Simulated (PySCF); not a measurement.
**How methods differ on the ionisation energy of Rh⁺**

Rh⁺ [Kr] 4d8 [4d3/2^4 4d5/2^4, M_J = 4] → Rh²⁺ [Kr] 4d7 [4d3/2^4 4d5/2^3, M_J = 9/2], as a difference of total energies. Calculation: PySCF 2.14, in x2c-TZVPall-2c (8s9p7d1f, 77 functions); the two-component X2C-1e Hamiltonian. Correlated levels: [Ar] 3d10 frozen; the 6 highest virtual spinors dropped. "Screened" scales the spin-orbit matrix elements by Boettger's factors to mimic the two-electron term; Breit and QED terms are absent.

```csv
method,ionisation energy (eV)
GHF (spin-free),16.184
GMP2 (spin-free),17.535
GHF (screened spin-orbit),16.134
GMP2 (screened spin-orbit),17.483
```

The spin-free rows relax to the high-spin LS determinant and lack the spin-orbit shift.

Errors of the correlated levels include the incompleteness of this basis and the frozen core.

The labels give the starting determinants; with spin-orbit coupling the two ends relaxed to ⟨J²⟩ = 20.02, ⟨L²⟩ = 12.06, ⟨S²⟩ = 2.01 and ⟨J²⟩ = 24.76, ⟨L²⟩ = 12.16, ⟨S²⟩ = 3.71.

Which method comes closest to the reference value, and which is furthest?

The reference is 18.08 eV (semi-empirical (NIST evaluation); NIST Atomic Spectra Database, ionization energies). Closest: GMP2 (spin-free) (error -0.545 eV); furthest: GHF (screened spin-orbit) (error -1.946 eV).
